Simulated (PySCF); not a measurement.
## Two-component Hartree-Fock for Cd³⁺ (cadmium, charge +3)

Start: [Kr] 4d9; 4d3/2 filled at m_j = -3/2, -1/2, +1/2, +3/2; 4d5/2 filled at m_j = -3/2, -1/2, +1/2, +3/2, +5/2. Calculated with PySCF 2.14 in x2c-TZVPPall-2c (8s9p7d2f1g, 93 functions): generalised Hartree-Fock with the X2C-1e Hamiltonian and a Gaussian nucleus; one run each with spin-orbit coupling (SO) switched off, then screened by Boettger's factors.

```json
{"spinor shell": "1s1/2", "electrons": "2", "ε, spin-free (eV)": "-26882.3", "ε, screened SO (eV)": "-26880.1", "weight of nominal j (screened SO)": "1.000", "rms radius, screened SO (bohr)": "0.0348"}
{"spinor shell": "2s1/2", "electrons": "2", "ε, spin-free (eV)": "-4110.1", "ε, screened SO (eV)": "-4109.4", "weight of nominal j (screened SO)": "1.000", "rms radius, screened SO (bohr)": "0.142"}
{"spinor shell": "2p1/2", "electrons": "2", "ε, spin-free (eV)": "-3684.6", "ε, screened SO (eV)": "-3817.9", "weight of nominal j (screened SO)": "1.000", "rms radius, screened SO (bohr)": "0.124"}
{"spinor shell": "2p3/2", "electrons": "4", "ε, spin-free (eV)": "-3684.6", "ε, screened SO (eV)": "-3623.2", "weight of nominal j (screened SO)": "1.000", "rms radius, screened SO (bohr)": "0.128"}
{"spinor shell": "3s1/2", "electrons": "2", "ε, spin-free (eV)": "-833.36", "ε, screened SO (eV)": "-833.16", "weight of nominal j (screened SO)": "1.000", "rms radius, screened SO (bohr)": "0.381"}
{"spinor shell": "3p1/2", "electrons": "2", "ε, spin-free (eV)": "-690.34", "ε, screened SO (eV)": "-714.96", "weight of nominal j (screened SO)": "1.000", "rms radius, screened SO (bohr)": "0.375"}
{"spinor shell": "3p3/2", "electrons": "4", "ε, spin-free (eV)": "-690.34", "ε, screened SO (eV)": "-678.91", "weight of nominal j (screened SO)": "1.000", "rms radius, screened SO (bohr)": "0.386"}
{"spinor shell": "3d3/2", "electrons": "4", "ε, spin-free (eV)": "-467.05", "ε, screened SO (eV)": "-471.43", "weight of nominal j (screened SO)": "0.999", "rms radius, screened SO (bohr)": "0.362"}
{"spinor shell": "3d5/2", "electrons": "6", "ε, spin-free (eV)": "-467.05", "ε, screened SO (eV)": "-463.92", "weight of nominal j (screened SO)": "0.999", "rms radius, screened SO (bohr)": "0.365"}
{"spinor shell": "4s1/2", "electrons": "2", "ε, spin-free (eV)": "-164.13", "ε, screened SO (eV)": "-164.07", "weight of nominal j (screened SO)": "1.000", "rms radius, screened SO (bohr)": "0.938"}
{"spinor shell": "4p1/2", "electrons": "2", "ε, spin-free (eV)": "-119.59", "ε, screened SO (eV)": "-124.63", "weight of nominal j (screened SO)": "0.988", "rms radius, screened SO (bohr)": "1.00"}
{"spinor shell": "4d3/2", "electrons": "4", "ε, spin-free (eV)": "-54.113", "ε, screened SO (eV)": "-54.846", "weight of nominal j (screened SO)": "0.917", "rms radius, screened SO (bohr)": "1.28"}
{"spinor shell": "4d5/2", "electrons": "5", "ε, spin-free (eV)": "-54.113", "ε, screened SO (eV)": "-53.544", "weight of nominal j (screened SO)": "0.934", "rms radius, screened SO (bohr)": "1.30"}
```

(1) Where does 4p3/2 lie, and what is the 4p spin-orbit splitting (screened SO)?

| quantity | spin-free | screened SO |
| --- | --- | --- |
| E (hartree) | -5588.61040 | -5589.74608 |
| M_J | 5/2 | 5/2 |
| ⟨J²⟩ | 8.755 | 8.755 |
| ⟨L²⟩ | 6.004 | 6.019 |
| ⟨S²⟩ | 0.751 | 0.766 |

Each row is a mean over spinors that exchange with the open shell spreads, by up to 5.976 eV (4p3/2).

Breit and QED terms are absent; they matter most for the inner s and p1/2 levels.

Densities and radii are taken from the X2C orbitals without a picture-change correction, which distorts them close to the nucleus.

Without spin-orbit coupling the j labels of p, d and f shells carry no meaning; the spin-free column gives the mean over the occupied spinors of each nl shell.

## Answers

(1) At -117.19 eV, 7.440 eV above 4p1/2.
